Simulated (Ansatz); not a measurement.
One change: `COBF` becomes `C[Se]BF`.

Ansatz, PBE0-D4/def2-TZVP geometries, multiplicity 1. Each molecule was computed in one conformer, which needn't be the lowest.

Scalar relativity is left out up to krypton.

```tsv
property	`COBF`
size of the dipole moment (PBE/def2-TZVPP) / D	2.42
size of the dipole moment (B3LYP/def2-TZVPP) / D	2.56
HOMO–LUMO gap (PBE0/def2-TZVPP) / eV	9.69
ideal-gas entropy at 298 K and 1 bar (rigid rotor, harmonic PBE0-D4/def2-TZVP) / J/(mol·K)	291
LUMO energy (B3LYP/def2-TZVPP) / eV	0.10
size of the dipole moment (ωB97M-V/def2-TZVPP) / D	2.54
```

(1) Give the same properties after the change, and the shifts. (Estimate.)

Answers

(1) Computed: 
| property | `C[Se]BF` | shift |
| --- | --- | --- |
| size of the dipole moment (PBE/def2-TZVPP) / D | 2.12 | -0.30 |
| size of the dipole moment (B3LYP/def2-TZVPP) / D | 2.21 | -0.35 |
| HOMO–LUMO gap (PBE0/def2-TZVPP) / eV | 6.61 | -3.08 |
| ideal-gas entropy at 298 K and 1 bar (rigid rotor, harmonic PBE0-D4/def2-TZVP) / J/(mol·K) | 324 | 33 |
| LUMO energy (B3LYP/def2-TZVPP) / eV | -0.86 | -0.96 |
| size of the dipole moment (ωB97M-V/def2-TZVPP) / D | 2.14 | -0.40 |

With PBE0 the HOMO rises by 2.05 eV and the LUMO falls by 1.03 eV, so the gap narrows by about 3.08 eV. PBE moves the HOMO by 1.59 eV and ωB97M-V by 2.33 eV. Dipoles are sizes alone; their direction can turn.

B3LYP here is the variant with VWN-RPA as its local correlation; programs differ in this.

Spin–orbit coupling is left out; it splits and shifts lone-pair levels of the heavy atoms by tenths of an eV.
